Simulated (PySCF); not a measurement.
C8H13P.
Geometry (GFN2-xTB, Å), atoms numbered from 1 in this order:
```xyz
22
C8H13P angstrom
C     -0.7837   -1.2888   -0.2167
C     -0.9771    0.2215   -0.1504
C     -1.9267    0.5885    0.9871
C     -1.5117    0.7507   -1.4789
P      0.6558    1.1303    0.1840
C      1.3947    0.2028    1.5344
C      2.5243   -0.4114    1.1291
C      2.7623   -0.3199   -0.2857
C      1.8137    0.3637   -0.9568
H     -1.7415   -1.7718   -0.4089
H     -0.0956   -1.5584   -1.0147
H     -0.3871   -1.6720    0.7209
H     -2.0487    1.6685    1.0532
H     -1.5459    0.2257    1.9397
H     -2.9057    0.1418    0.8180
H     -2.4824    0.3068   -1.6966
H     -1.6290    1.8326   -1.4429
H     -0.8334    0.5042   -2.2933
H      1.0604    0.2713    2.5566
H      3.1957   -0.9492    1.7811
H      3.6209   -0.7855   -0.7453
H      1.8302    0.5680   -2.0147
```

NICS = −σ at a ghost point: NICS(0) at the centroid of the ring atoms, NICS(1) 1 Å to either side along the normal of their mean plane, zz for the tensor component along that normal. Level: GIAO PBE0/pcSseg-1 (PySCF, non-relativistic, gas phase) on the GFN2-xTB geometry, one conformer.

Ring bond lengths (Å), with Mayer bond orders in brackets: P5–C6 1.797 (1.01), C6–C7 1.348 (1.72), C7–C8 1.438 (1.15), C8–C9 1.348 (1.72), C9–P5 1.797 (1.01).

**Question.** Give the NICS values of each ring in ppm.

**Answer.** 
| ring | type | NICS(0) | NICS(1), two faces | NICS(1)zz, two faces | rms pucker (Å) | centre to ring atoms, mean (Å) |
| --- | --- | --- | --- | --- | --- | --- |
| P5–C6–C7–C8–C9 | 5-membered ring with P; bonds drawn aromatic by RDKit's count | -5.4 | -6.6 / -6.8 | -12.8 / -16.0 | 0.05 | 1.31 |

**Question.** What can be read from them?

**Answer.** 
- P5–C6–C7–C8–C9: mean NICS(1)zz -14.4 ppm, shielded. A hydrogen on C1, outside the ring, lies 2.03 Å from a NICS(1) probe. The ring is puckered (0.05 Å rms). The two faces differ by 3.2 ppm, so no symmetry operation interchanges them.

**Question.** What does the geometric index give? HOMA = 1 − mean of α(R − Ropt)² over the ring bonds, with Krygowski's 1993 parameters (CC: Ropt 1.388 Å, α 257.7 Å⁻²; CP: Ropt 1.698 Å, α 118.91 Å⁻²).

**Answer.** 
- P5–C6–C7–C8–C9: HOMA 0.24; the largest term is that of P5–C6, α(R − Ropt)² = 1.17.

**Question.** What is the mean of the two in-plane components of NICS at the second NICS(1) probe listed for ring P5–C6–C7–C8–C9, 1 Å off the ring?

**Answer.** The isotropic value is a third of the trace: (3 × -6.8 − (-16.0))/2 = -2.2 ppm.

**Question.** Give the inner angles of the rings and the Hirshfeld charges of the ring atoms.

**Answer.** 
- P5–C6–C7–C8–C9: P5 89.5° (+0.165 e), C6 110.7° (-0.107 e), C7 113.9° (-0.054 e), C8 113.9° (-0.054 e), C9 110.7° (-0.107 e); sum 538.8° against 540° for a flat convex ring.

**Question.** How shielded are the nuclei of the rings and their hydrogens (means over atoms taken as equivalent)?

**Answer.** 
| atoms | environment | σ isotropic (ppm) |
| --- | --- | --- |
| P5 | ring phosphorus | 289.6 |
| C6 (×2) | unsaturated ring CH carbon | 43.2 |
| C7 (×2) | unsaturated ring CH carbon | 42.2 |
| H19 (×2) | hydrogen on carbon | 24.78 |
| H20 (×2) | hydrogen on carbon | 24.43 |

On Intel Xeon 6975P-C, one thread, on a shared host, this took 38 s wall and 1.0 GiB of memory at its peak. This is the whole shielding run at PBE0/pcSseg-1, SCF included.
